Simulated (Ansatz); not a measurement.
Basis-set extrapolation for B$_{3}$H$_{3}$O, SMILES `BB1BO1` (PBE0-D4/def2-TZVP geometry, frozen core, Ansatz). Multiplicity 1, RHF reference.

```
                      def2-TZVPP   def2-QZVPP
                 HF  -150.700487  -150.707741
    MP2 correlation    -0.510860    -0.547919
CCSD(T) correlation    -0.563751      not run
```

Energies in hartree. Use E(X) = E(∞) + A·exp(−7.88·√X) for Hartree–Fock and E(X) = E(∞) + B·X^(−2.97) for correlation, with X = 3 and 4, and add CCSD(T) minus MP2 of the smaller set to the MP2 limit.

Q: What is the CCSD(T) energy at the basis-set limit?

A: HF limit: -150.707741 + (-0.007254) × 0.13774 = -150.70874. MP2 limit: -0.547919 + (-0.037059) × 0.74074 = -0.57537. Higher-order term: -0.563751 − (-0.510860) = -0.05289. Total: -151.33700 hartree, 1.98 eV below CCSD(T)/def2-TZVPP.
